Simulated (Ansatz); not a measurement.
`[NH]=[Ta]([F])([F])[F]` + NH₃ → `[NH]=[Ta]([NH2])([F])[F]` + H–F at 600 K and 1 bar (ligand exchange at a Ta–F bond).

Isolated molecules relaxed with PBE0-D4/def2-TZVP in Ansatz; ΔE leaves out vibrations. CCSD(T)/CBS adds triple-zeta CCSD(T) − MP2 to the extrapolated MP2 energy (def2 sets, frozen cores). This one scheme is used for every species. def2 core potentials past Kr. For Ta outer-core shells are correlated without core-valence functions, which leaves a few kJ/mol of doubt a bond. Each species was taken in one conformer, which may not be the lowest.

```json
{"species": "`[NH]=[Ta]([F])([F])[F]`", "CCSD(T)/CBS energy (Eh)": "-411.80267", "H − E (kJ/mol)": "104.4", "S (J/(mol·K))": "407.2"}
{"species": "NH₃", "CCSD(T)/CBS energy (Eh)": "-56.50880", "H − E (kJ/mol)": "112.4", "S (J/(mol·K))": "219.5"}
{"species": "`[NH]=[Ta]([NH2])([F])[F]`", "CCSD(T)/CBS energy (Eh)": "-367.89166", "H − E (kJ/mol)": "174.1", "S (J/(mol·K))": "440.7"}
{"species": "H–F", "CCSD(T)/CBS energy (Eh)": "-100.39570", "H − E (kJ/mol)": "42.3", "S (J/(mol·K))": "194.0"}
```

H − E and S are ideal-gas, rigid-rotor, harmonic terms from PBE0-D4/def2-TZVP, for one conformer and one mirror image of each species. 1 Eh = 2625.50 kJ/mol, R = 8.31446 J/(mol·K).

Question: By hand: ΔE, ΔH, ΔS and ΔG.

Answer: ΔE = (-367.89166) + (-100.39570) − (-411.80267) − (-56.50880) = 0.02411 Eh = 63.3 kJ/mol. Δ(H − E) = 174.1 + 42.3 − 104.4 − 112.4 = -0.4, so ΔH = 62.9 kJ/mol. ΔS = 440.7 + 194.0 − 407.2 − 219.5 = 8.0 J/(mol·K). ΔG = 62.9 − 600 × (8.0)/1000 = 58.1 kJ/mol.

Question: By hand: the equilibrium constant, and the temperature at which ΔG would vanish if ΔH and ΔS stayed fixed.

Answer: log₁₀ K = −ΔG/(RT ln 10) = -5.1. ΔG = 0 at ΔH/ΔS = 7862 K, far beyond where these terms or the molecules hold.

The number of gas molecules stays the same, so ΔS is small and ΔH decides. A doubt of 5 kJ/mol in ΔE shifts log₁₀ K by 0.4 here. Other conformers and mirror images would add mixing entropy, several J/(mol·K) or more a flexible species. These are equilibria of isolated gas molecules and say nothing of rates. Largest T1 diagnostic: 0.019 (customary marks: 0.02 for closed shells, 0.045 for open ones).
